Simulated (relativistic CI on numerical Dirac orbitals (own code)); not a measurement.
## Line list: Electric-dipole lines, Ga5+

These numbers are calculated, not measured: Dirac-Coulomb-Breit CI, separate exchange-only KLI orbitals for each configuration, QED by a radiative potential, valence Slater integrals scaled by 0.9, configuration energies shifted to the measured levels that pair with them (semi-empirical) (own radial code, finite nucleus).

Configuration list (outside the closed core [Ne]): 3s²3p⁶3d⁸, 3s²3p⁶3d⁷4s, 3s²3p⁶3d⁷4p, 3s²3p⁵3d⁹, 3s²3p⁶3d⁷4d, 3s²3p⁶3d⁷5s, 3s²3p⁶3d⁷5p, 3s²3p⁴3d¹⁰, 3s²3p⁶3d⁷4f, 3s²3p⁶3d⁶4s², 3s3p⁶3d⁹, 3s²3p⁶3d⁷5d, 3s²3p⁶3d⁷5f, 3s²3p⁶3d⁷5g, 3s²3p⁶3d⁶4s4p, 3s²3p⁶3d⁶4p², 3s²3p⁶3d⁶4s4d, 3s²3p⁵3d⁸4s, 3s²3p⁶3d⁶4p4d. Levels of other configurations are missing.

```csv
λ vac (Å),Lower,Upper,A (s⁻¹),gf,Branching (%)
234.80,3s²3p⁶3d⁸ ³F4 [1],3s²3p⁶3d⁷4p ³G°5 [90],1.21e+10,1.10e+00,87.3
234.98,3s²3p⁶3d⁸ ³F3 [2],3s²3p⁶3d⁷4p ³G°4 [102],1.18e+10,8.79e-01,86.5
238.34,3s²3p⁶3d⁸ ³F4 [1],3s²3p⁶3d⁷4p ³F°4 [73],8.84e+09,6.78e-01,79.1
246.09,3s²3p⁶3d⁸ ¹G4 [8],3s²3p⁶3d⁷4p ¹G°4 [127],2.57e+10,2.10e+00,91.4
246.84,3s²3p⁶3d⁸ ³F4 [1],3s²3p⁶3d⁷4p ³D°3 [68],9.13e+09,5.84e-01,57.9
249.39,3s²3p⁶3d⁸ ³F4 [1],3s²3p⁶3d⁷4p ³F°4 [64],8.13e+09,6.82e-01,75.4
915.39,3s²3p⁶3d⁷4s ¹H5 [37],3s²3p⁶3d⁷4p ¹H°5 [130],2.32e+09,3.20e+00,22.0
927.34,3s²3p⁶3d⁷4s ³H6 [28],3s²3p⁶3d⁷4p ³H°6 [120],2.06e+09,3.46e+00,87.6
930.70,3s²3p⁶3d⁷4s ³H5 [30],3s²3p⁶3d⁷4p ³H°5 [121],2.10e+09,3.00e+00,73.4
951.52,3s²3p⁶3d⁷4s ⁵P3 [18],3s²3p⁶3d⁷4p ⁵D°4 [81],2.01e+09,2.45e+00,86.0
952.20,3s²3p⁶3d⁷4s ⁵F5 [10],3s²3p⁶3d⁷4p ⁵G°6 [55],2.27e+09,4.02e+00,100.0
954.51,3s²3p⁶3d⁷4s ³G5 [21],3s²3p⁶3d⁷4p ³G°5 [87],1.37e+09,2.06e+00,43.6
968.32,3s²3p⁶3d⁷4s ⁵F4 [11],3s²3p⁶3d⁷4p ⁵G°5 [56],1.86e+09,2.88e+00,78.8
973.40,3s²3p⁶3d⁷4s ⁵F3 [12],3s²3p⁶3d⁷4p ⁵G°4 [58],1.91e+09,2.44e+00,71.9
977.83,3s²3p⁶3d⁷4s ³G5 [21],3s²3p⁶3d⁷4p ³H°6 [82],2.09e+09,3.90e+00,98.4
977.95,3s²3p⁶3d⁷4s ⁵F2 [13],3s²3p⁶3d⁷4p ⁵G°3 [59],1.91e+09,1.92e+00,76.6
988.95,3s²3p⁶3d⁷4s ³H6 [28],3s²3p⁶3d⁷4p ³I°7 [106],2.09e+09,4.60e+00,100.0
989.40,3s²3p⁶3d⁷4s ⁵F3 [12],3s²3p⁶3d⁷4p ⁵D°3 [54],1.53e+09,1.57e+00,77.6
994.40,3s²3p⁶3d⁷4s ⁵F4 [11],3s²3p⁶3d⁷4p ⁵D°4 [50],1.59e+09,2.12e+00,82.5
994.75,3s²3p⁶3d⁷4s ¹G4 [24],3s²3p⁶3d⁷4p ¹H°5 [97],1.72e+09,2.80e+00,58.2
999.91,3s²3p⁶3d⁷4s ³F2 [17],3s²3p⁶3d⁷4p ³G°3 [69],1.83e+09,1.92e+00,52.3
1001.4,3s²3p⁶3d⁷4s ³F4 [15],3s²3p⁶3d⁷4p ³F°4 [64],1.70e+09,2.29e+00,15.7
1002.4,3s²3p⁶3d⁷4s ³F3 [16],3s²3p⁶3d⁷4p ³G°4 [66],1.77e+09,2.40e+00,58.7
1004.4,3s²3p⁶3d⁷4s ³F4 [15],3s²3p⁶3d⁷4p ³G°5 [63],1.64e+09,2.72e+00,56.9
1007.7,3s²3p⁶3d⁷4s ⁵F5 [10],3s²3p⁶3d⁷4p ⁵F°5 [47],1.83e+09,3.06e+00,97.0
1013.1,3s²3p⁶3d⁷4s ⁵F5 [10],3s²3p⁶3d⁷4p ⁵D°4 [46],1.43e+09,1.98e+00,74.4
1014.1,3s²3p⁶3d⁷4s ¹H5 [37],3s²3p⁶3d⁷4p ¹I°6 [114],1.66e+09,3.32e+00,82.7
1022.8,3s²3p⁶3d⁷4s ³H4 [32],3s²3p⁶3d⁷4p ³I°5 [103],1.69e+09,2.92e+00,74.8
1024.0,3s²3p⁶3d⁷4s ³H5 [30],3s²3p⁶3d⁷4p ³I°6 [100],1.43e+09,2.92e+00,77.1
1034.4,3s²3p⁶3d⁷4s ³H6 [28],3s²3p⁶3d⁷4p ³G°5 [90],1.52e+09,2.67e+00,11.0
```

Terms are leading LS components. Brackets give the number of a level in order of energy, since labels repeat. The list gives strong lines, with weight on those to low levels, without configurations that were not tied to measured data, without lines whose two gauges differ by over a factor of 2.5, among the lowest 400 of 4386 levels, so that lines to higher ones, which can be the strongest, are missing. Levels whose partners in the same complex of configurations lie outside the list can be far off, and so can their lines. Rates are taken at the computed energies, electric ones in the length gauge.

Configurations whose levels could be paired with our table of measured levels were shifted onto them, all but the ground configuration, by the median error of their levels; single terms can still be off by 1,000 to 2,000 cm⁻¹ or more, and rates follow the energies as ν³ (E1, M1) or ν⁵ (E2). The others borrow a shift and can be off by several thousand cm⁻¹ or more. 64 of the 69 excited levels that our extract of the measured tables holds in this range could be paired (the sources list more); they are missed by 946 cm⁻¹ on average and 6534 at most, after the shifts were fitted to these levels, and levels without a partner can miss by more.

LS names give the leading component of a level, which can be under half, so a name can repeat, a term be missing and a line seem to break the LS rules.
